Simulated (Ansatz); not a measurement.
CH4SSi, SMILES `[SiH3][C]S` (excited triplet; Si–C–S–H torsion 103°) (charge 0, multiplicity 3). This triplet is an excited state, 0.50 eV above the relaxed singlet at the level frozen-core CCSD(T)/cc-pVTZ // PBE0-D3(BJ)/def2-TZVP (Ansatz, a program for electronic structure).

Level of theory: frozen-core CCSD(T)/cc-pVTZ // PBE0-D3(BJ)/def2-TZVP (Ansatz).

Ansatz 0.2 input:
```yaml
crystal:
  periodic: [false, false, false]
  atoms:
    - { symbol: Si, position_ang: [-0.982705, 0.361546, -0.457909] }
    - { symbol: C, position_ang: [0.675635, -0.285931, -0.841767] }
    - { symbol: S, position_ang: [2.28688, -0.253074, -0.400706] }
    - { symbol: H, position_ang: [-1.498808, -0.236706, 0.80589] }
    - { symbol: H, position_ang: [-1.909199, 0.014454, -1.564087] }
    - { symbol: H, position_ang: [-0.939957, 1.84259, -0.303669] }
    - { symbol: H, position_ang: [2.368144, -1.442882, 0.240066] }
basis:
  gaussian: { orbitals: cc-pVTZ }
correlation:
  method: ccsd_t
magnetization:
  spin_polarized: true
  initial_magnetization: 2
```

Output:

```
Functional definition: HF
879 factors; integrals over basis functions are off by at most 8.8e-4 eV
mean field evaluation 1: about -19769.6621 eV, gradient 1.4e1 eV
mean field evaluation 2: about -19769.6751 eV, gradient 1.4e1 eV
mean field evaluation 4: about -19772.0561 eV, gradient 3.3e0 eV
mean field evaluation 8: about -19772.2642 eV, gradient 2.3e-1 eV
mean field evaluation 16: about -19772.2086 eV, gradient 1.2e0 eV
mean field evaluation 32: about -19768.2714 eV, gradient 6.3e-2 eV
mean field -19772.26593459 eV, -726.6173709730 hartree, gradient 7.9e-6 eV, S^2 2.035276; 0 other end points of the search recorded, 0 dependent functions left out
11 core orbitals not correlated
reference -19772.26593459 eV, -726.6173709730 hartree; 10, 8 occupied and 133, 135 virtual orbitals, 879 factors
second order -11.14431767 eV of doubles, -0.00000000 eV of singles
cycle   1  -12.11518898 eV  change   -9.7e-1 eV  update   9.1e-2
cycle   2  -12.54068926 eV  change   -4.3e-1 eV  update   3.2e-2
cycle   3  -12.61556667 eV  change   -7.5e-2 eV  update   1.9e-2
cycle   4  -12.61611594 eV  change   -5.5e-4 eV  update   9.2e-3
cycle   5  -12.61708748 eV  change   -9.7e-4 eV  update   3.9e-3
cycle   6  -12.61826309 eV  change   -1.2e-3 eV  update   1.5e-3
cycle   7  -12.61867498 eV  change   -4.1e-4 eV  update   5.3e-4
cycle   8  -12.61875112 eV  change   -7.6e-5 eV  update   2.0e-4
cycle   9  -12.61868489 eV  change    6.6e-5 eV  update   8.1e-5
cycle  10  -12.61867807 eV  change    6.8e-6 eV  update   3.1e-5
cycle  11  -12.61868670 eV  change   -8.6e-6 eV  update   1.3e-5
perturbative correction -0.51800029 eV, -0.0190361594 hartree
Total energy: -19785.40262158 eV, -727.1001353155 hartree
```
